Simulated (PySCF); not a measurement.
Species: [CrS4]2- (charge -2 and singlet state).
Bonds: Cr1–S2, Cr1–S3, Cr1–S4, Cr1–S5.

A GFN2-xTB structure was refined with PBE0-D3(BJ)/def2-SVP geometry optimisation, gas phase (PySCF). Its GFN2-xTB values:

```csv
coordinate,GFN2-xTB
Cr1–S2,2.090 Å
Cr1–S3,2.090 Å
S2–Cr1–S3,109.4°
```

Task: How do these coordinates change at the PBE0-D3(BJ)/def2-SVP level?

Result: 
| coordinate | PBE0-D3(BJ)/def2-SVP (Å or °) | change |
| --- | --- | --- |
| Cr1–S3 | 2.059 | -0.031 |
| Cr1–S2 | 2.063 | -0.027 |
| S2–Cr1–S3 | 109.3 | -0.1 |

The energy falls by 0.036 eV over 4 energy and gradient evaluations, the largest force component goes from 0.0120 to 3.2e-04 Eh/bohr, and the atoms move by 0.026 Å rms after alignment. The bond that changes most is Cr1–S3 (ends: chromium bonded to 4 S; sulfur bonded to Cr), which shortens by 0.031 Å. Bonds longer at the end by more than 0.005 Å: 0 of 4; shorter: 4.

The run used 103 basis functions and 41 SCF cycles in all.

Not checked by PBE0-D3(BJ)/def2-SVP frequencies. Whether so highly charged an anion holds all its electrons in the gas phase wasn't checked; a finite basis holds them in any case. No counter-ion or solvent screens the charge of this multiply charged ion.
The closed-shell solution of the metal species wasn't tested for stability.
